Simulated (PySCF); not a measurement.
Sn(F)2 anion (F2Sn), SMILES [F][Sn][F] (connectivity only; charge and spin as stated), charge -1, multiplicity 2. Geometry optimised at B3LYP-D3(BJ)/def2-SVPD. The spin state was assumed, not searched. The isomer is the one that the SMILES or the coordinates give; other isomers of the formula were not compared. The def2 effective core potentials stand for the cores of Sn; spin–orbit coupling is left out.

Method: B3LYP-D3(BJ)/def2-SVPD (PySCF 2.14.0).

Harmonic wavenumbers (cm⁻¹): 151, 433, 455. Rotational constants (GHz): 9.094, 5.535, 3.441; symmetry number 2.

### Question
Work out the zero-point energy and the ideal-gas rigid-rotor harmonic-oscillator thermochemistry at 298.15 K and 1 atm.

### Answer
ZPE = ½ Σ hcν = ½ × 1039 cm⁻¹ = 1.48 kcal/mol. H − E(el) = 4.60 kcal/mol. Entropy in cal/(mol K): translation 41.06, rotation 23.65, vibration 4.29, spin 1.38, total 70.38. G − E(el) = -16.39 kcal/mol. Cp = 12.60 cal/(mol K).
